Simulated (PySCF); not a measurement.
## Magnetisability: `CO[Si@H]1C=C[C@@H](Cl)C=C1`, C6H9ClOSi

Geometry (Å), atoms numbered from 1 in this order:
```xyz
18

C     2.421   -0.820   -0.841
O     2.269   -0.034    0.307
Si    0.911    0.560    0.979
C    -0.112    1.642   -0.175
C    -1.328    1.306   -0.590
C    -2.052    0.047   -0.257
Cl   -2.014   -0.976   -1.781
C    -1.554   -0.832    0.839
C    -0.366   -0.752    1.426
H     3.485   -1.019   -0.969
H     2.042   -0.298   -1.723
H     1.886   -1.766   -0.739
H     1.508    1.253    2.111
H     0.291    2.585   -0.519
H    -1.880    1.946   -1.270
H    -3.117    0.253   -0.118
H    -2.257   -1.613    1.110
H    -0.139   -1.477    2.197
```

The calculation used PySCF, GIAO PBE0/STO-3G magnetisability, non-relativistic, IEF-PCM chloroform. Geometry: GFN2-xTB.

What are the magnetisability and the molar susceptibility?

Isotropic -1545 × 10⁻³⁰ J/T², or -93.0 × 10⁻⁶ cm³/mol; principal values -1897, -1397, -1339 × 10⁻³⁰ J/T², anisotropy 531 × 10⁻³⁰ J/T² (root of half the summed squared differences of the principal values). The susceptibility is in cgs units.

Split it along the inertial axes a, b, c into diamagnetic and paramagnetic parts about the centre of mass, with the quadrupole moment.


```csv
axis,χ (10⁻⁶ cm³/mol),diamagnetic (10⁻⁶ cm³/mol),paramagnetic (10⁻⁶ cm³/mol),summed x² of all electrons (Å²),quadrupole Θ (D Å)
a,-84.2,-800.5,716.3,280.9,-6.91
b,-114.2,-1532.6,1418.4,108.4,+1.82
c,-80.7,-1651.8,1571.1,80.3,+5.08
```
Anisotropies 2χaa − χbb − χcc = +26.4 and 2χbb − χaa − χcc = -63.5 × 10⁻⁶ cm³/mol. Θ is traceless in Buckingham's convention.
